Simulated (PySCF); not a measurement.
Ionisation energy of Ho²⁺ by level of theory

Ho²⁺ [Xe] 4f11 (high-spin determinant) → Ho³⁺ [Xe] 4f10 (high-spin determinant), as a difference of total energies. All numbers are calculated (PySCF 2.14, the spin-free X2C one-electron Hamiltonian (Gaussian nucleus), in cc-pVDZ-X2C (8s7p5d3f1g, 84 functions)). Correlated levels: valence: [Kr] 4d10 frozen. The calculations carry no spin-orbit coupling.

| method | ionisation energy (eV) |
| --- | --- |
| UHF | 18.572 |
| MP2 (valence) | 22.609 |
| SCS-MP2 (valence) | 22.178 |
| CCSD (valence) | 21.453 |
| CCSD(T) (valence) | 21.650 |

Q: How much does correlation contribute at CCSD(T) (valence)?

A: 21.650 − (18.572) = 3.078 eV, measured against UHF.

A first-order spin-orbit estimate (lowest level to lowest level, LS coupling) adds -0.059 eV.

Errors of the correlated levels include the incompleteness of this basis and the frozen core.

The determinant of Ho²⁺ and of Ho³⁺ mixes LS terms, which raises its energy above the lowest term, most at the Hartree-Fock and MP2 levels.

For comparison: 22.79 ± 0.03 eV (semi-empirical (NIST evaluation); NIST Atomic Spectra Database, ionization energies).
